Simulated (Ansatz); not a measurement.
One change: `B[CH2][GeH2][CH3]` becomes `B[CH2][GeH2][SeH]`.

Ansatz, PBE0-D4/def2-TZVP geometries, multiplicity 1. Each molecule was computed in one conformer, which needn't be the lowest.

Scalar relativity is left out up to krypton.

| property | `B[CH2][GeH2][CH3]` |
| --- | --- |
| HOMO energy (B3LYP/def2-TZVPP) / eV | -8.14 |
| HOMO energy (PBE0/def2-TZVPP) / eV | -8.38 |
| HOMO energy (ωB97M-V/def2-TZVPP) / eV | -10.56 |
| HOMO–LUMO gap (ωB97M-V/def2-TZVPP) / eV | 11.65 |
| HOMO energy (PBE/def2-TZVPP) / eV | -7.20 |
| size of the dipole moment (ωB97M-V/def2-TZVPP) / D | 1.67 |

(1) What does the change do to each property? (Estimate.)

## Answers

(1) Computed: 
| property | `B[CH2][GeH2][SeH]` | shift |
| --- | --- | --- |
| HOMO energy (B3LYP/def2-TZVPP) / eV | -6.74 | 1.40 |
| HOMO energy (PBE0/def2-TZVPP) / eV | -6.98 | 1.40 |
| HOMO energy (ωB97M-V/def2-TZVPP) / eV | -9.14 | 1.42 |
| HOMO–LUMO gap (ωB97M-V/def2-TZVPP) / eV | 9.54 | -2.11 |
| HOMO energy (PBE/def2-TZVPP) / eV | -5.85 | 1.35 |
| size of the dipole moment (ωB97M-V/def2-TZVPP) / D | 1.82 | 0.15 |

With PBE0 the HOMO rises by 1.40 eV and the LUMO falls by 0.70 eV, so the gap narrows by about 2.10 eV. PBE moves the HOMO by 1.35 eV and ωB97M-V by 1.42 eV. Dipoles are sizes alone; their direction can turn.

B3LYP here is the variant with VWN-RPA as its local correlation; programs differ in this.

Spin–orbit coupling is left out; it splits and shifts lone-pair levels of the heavy atoms by tenths of an eV.
